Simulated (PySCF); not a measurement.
Mapped SMILES: `[SiH3:1]/[CH:2]=[CH:3]\[SiH3:4]` (H(Xn): hydrogen on atom n).

Geometry: PBE0-D3(BJ)/def2-SVP; GIAO shifts from PySCF, gas phase, non-relativistic, averaged over equivalent atoms.

At PBE0/pcSseg-1 (122 basis functions, 11 s wall time on 1 thread of an AMD EPYC 7R43 64-Core, shared host):
```json
{"atoms": "Si1/Si4", "δ (ppm)": "-79.0"}
{"atoms": "C2/C3", "δ (ppm)": "153.7"}
{"atoms": "H(C2)/H(C3)", "δ (ppm)": "7.11"}
{"atoms": "H(Si1)/H(Si4)", "δ (ppm)": "4.23"}
```

δ = σ(ref) − σ, references computed at the same level: $^{29}$Si (σ = 351.99 ppm) and $^{13}$C (σ = 184.41 ppm) and $^{1}$H (σ = 31.27 ppm) against TMS.

Question: Predict the values at mPW1PW91/pcSseg-2 on the same geometry.

Answer: 
```
        atoms  δ at mPW1PW91/pcSseg-2  change
      Si1/Si4                   -80.4    -1.4
        C2/C3                   158.5    +4.8
  H(C2)/H(C3)                    7.28   +0.17
H(Si1)/H(Si4)                    4.24   +0.01
```

References, each an isolated molecule treated in the same way: $^{29}$Si (σref 340.01), $^{13}$C (σref 183.53), $^{1}$H (σref 31.29) against TMS.

The largest change is at C2/C3 (alkene CH). Cost: 270 basis functions, 31 s wall time on 1 thread of an Arm Neoverse V1, shared host.
